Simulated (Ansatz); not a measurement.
Abridged output of a molecular run in Ansatz:

```
Functional definition: HF
1436 factors; integrals over basis functions are off by at most 1.1e-3 eV
mean field evaluation 1: about -61350.2966 eV, gradient 3.0e1 eV
mean field evaluation 2: about -61350.4515 eV, gradient 3.1e1 eV
mean field evaluation 4: about -61352.8818 eV, gradient 3.7e0 eV
mean field evaluation 8: about -61352.9217 eV, gradient 2.1e-1 eV
mean field -61352.92181716 eV, -2254.6782902767 hartree, gradient 7.5e-7 eV, S^2 0.000000; 0 other end points of the search recorded, 0 dependent functions left out
12 core orbitals not correlated: weight in the atoms' cores, before any rotation towards them, 1.000 or more for the frozen orbitals, at most 0.000 for the correlated occupied ones
reference -61352.92181716 eV, -2254.6782902767 hartree; 18, 18 occupied and 209, 209 virtual orbitals, 1436 factors
second order -23.53213766 eV of doubles, -0.00000000 eV of singles
cycle   1  -23.76167491 eV  change   -2.3e-1 eV  update   1.0e-1
cycle   2  -24.40042487 eV  change   -6.4e-1 eV  update   3.0e-2
cycle   3  -24.50795254 eV  change   -1.1e-1 eV  update   1.4e-2
cycle   4  -24.49750188 eV  change    1.0e-2 eV  update   3.2e-3
cycle   5  -24.49643246 eV  change    1.1e-3 eV  update   1.3e-3
cycle   6  -24.49678456 eV  change   -3.5e-4 eV  update   3.5e-4
cycle   7  -24.49660259 eV  change    1.8e-4 eV  update   1.2e-4
cycle   8  -24.49655166 eV  change    5.1e-5 eV  update   3.6e-5
cycle   9  -24.49655582 eV  change   -4.2e-6 eV  update   1.3e-5
perturbative correction -0.83562261 eV, -0.0307085644 hartree
Total energy: -61378.25399559 eV, -2255.6092306631 hartree
```

Its atoms:

Z-matrix (Å, degrees):
```
C
C 1 1.507
F 1 1.388 2 110.3
H 1 1.095 2 111.9 3 119.0
H 1 1.095 2 111.4 3 -119.1
Ge 2 1.968 1 113.3 3 54.1
H 2 1.093 1 110.5 3 -68.2
H 2 1.094 1 108.9 3 174.2
H 6 1.539 2 109.2 1 47.7
H 6 1.534 2 111.5 1 -73.4
H 6 1.539 2 108.8 1 166.5
```

(1) Which basis set was used?
A. def2-QZVPP
B. def2-TZVPPD
C. def2-TZVPP
D. def2-SVPD

(2) Write the keys of the input that set method, charge and spin (a neutral closed shell needs none for the last two).

Answers

(1) C. It gives 239 functions.

(2) 
```yaml
correlation: {method: ccsd_t}
```
